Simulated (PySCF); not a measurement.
Exercise with solution: chemical shift, span and skew from a shielding tensor

H5NSi, SMILES [SiH3]N. Atoms are numbered in the order given.

```xyz
7

Si    -0.5756    -0.0027     0.0000
N      1.1463     0.0581     0.0000
H     -1.0586     0.6901     1.2196
H     -1.0586     0.6901    -1.2196
H     -1.1700    -1.3700     0.0000
H      1.6607    -0.1896     0.8302
H      1.6607    -0.1896    -0.8302
```
Charge 0, spin multiplicity 1.

Geometry optimised at ωB97X-D3(BJ)/def2-TZVP.

GIAO shieldings from PySCF with KT2/pcSseg-2, non-relativistic, no solvent. The symmetric part of the tensor of N2 has the principal values 232.6, 259.7, 298.7 ppm. The same nucleus in NH3 has σ = 261.9 ppm at this level (PySCF, at its B3LYP-D3(BJ)/def2-TZVP geometry).

### Question
Work out the isotropic shielding, the ¹⁵N shift against NH3, the span and the skew.

### Answer

σ(iso) = (σ11 + σ22 + σ33)/3 = 263.7 ppm. δ = σ(ref) − σ(iso) = 261.9 − (263.7) = -1.8 ppm.
Span Ω = σ33 − σ11 = 66.1 ppm. Skew κ = 3(σ(iso) − σ22)/Ω = 0.18. Tumbling in solution averages the tensor to δ; in a static solid the shielding alone would spread this spin-1/2 line over Ω.
